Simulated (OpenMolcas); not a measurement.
## Tm2+: moving or changing the point charges

Tm2+ among 6 point charges of -1 e arranged as an octahedron (Oh), 2.76 Å from the ion.
```
   2.7600    0.0000    0.0000  -1.00
   0.0000    2.7600    0.0000  -1.00
  -2.7600    0.0000    0.0000  -1.00
   0.0000   -2.7600    0.0000  -1.00
   0.0000    0.0000    2.7600  -1.00
   0.0000    0.0000   -2.7600  -1.00
```

```yaml
Program: OpenMolcas
Method: "SS-CASPT2, IPEA 0.25 Eh, imaginary shift 0.1 Eh (closed shells correlated: 5s 5p)"
Basis: ANO-RCC-VTZP [8s7p5d3f2g1h]
Scalar_Hamiltonian: DKH2, point nucleus
Active_space: 13 electrons in 7 orbitals (4f)
State_averaging: 2S+1 = 2 odd, 7 roots
Spin-orbit_coupling: state interaction with AMFI integrals over the reference wave functions
```

Runs around this geometry, states (labels of O, the rotations of Oh). Energies in cm-1 above the lowest state or level, χT in cm3 K/mol; under a threefold ground state the first gap can be a small split of the lowest multiplet, not the spin-orbit step.

```json
{"R (Å)": "2.76", "Ground state": "2T1", "First state of that spin": "2T2 150", "First gap with spin-orbit (degeneracies)": "95 (2, 4)", "Width of lowest J": "274", "χT at 300 K": "2.527"}
{"R (Å)": "2.91", "Ground state": "2T1", "First state of that spin": "2T2 100", "First gap with spin-orbit (degeneracies)": "67 (2, 4)", "Width of lowest J": "222", "χT at 300 K": "2.543"}
{"R (Å)": "3.16", "Ground state": "2T1", "First state of that spin": "2T2 55", "First gap with spin-orbit (degeneracies)": "36 (2, 4)", "Width of lowest J": "154", "χT at 300 K": "2.558"}
```

Taking the width of the lowest J multiplet as R^-n, n = -ln(154 / 274) / ln(3.16 / 2.76) = 4.3 between the shortest and longest distance.

Roots that are degenerate in the reference are averaged as groups; the widest CASPT2 spread within a group is 57 cm-1 (the 3-fold group of multiplicity 2 near 103 cm-1 above the lowest state of its run, R = 2.91). Shifts and gaps below about the spread of the groups concerned are not significant. This is an electrostatic model: the charges have no orbitals. No measured value stands beside these numbers.
